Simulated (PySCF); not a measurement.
C6H4N2, SMILES C#Cc1cncnc1. The structure is a stationary point at PBE0-D3(BJ)/def2-SVP.

Give the equilibrium geometry at PBE0-D3(BJ)/def2-SVP (PySCF confirms it by a frequency run) as a Z-matrix, and its point group. (The exact figures need the calculation; the answer reports its results.)

point group C2v.
```
C
C 1 1.4050
N 2 1.3250 1 122.26
C 3 1.3302 2 116.75 1 0.00
N 4 1.3302 3 126.51 2 0.00
C 5 1.3250 4 116.75 3 0.00
H 6 1.0958 5 117.64 4 180.00
H 2 1.0958 3 117.64 4 180.00
H 4 1.0963 3 116.75 2 180.00
C 1 1.4237 2 122.27 8 0.00
C 10 1.2128 2 151.34 8 0.00
H 11 1.0747 2 160.67 8 0.00
```
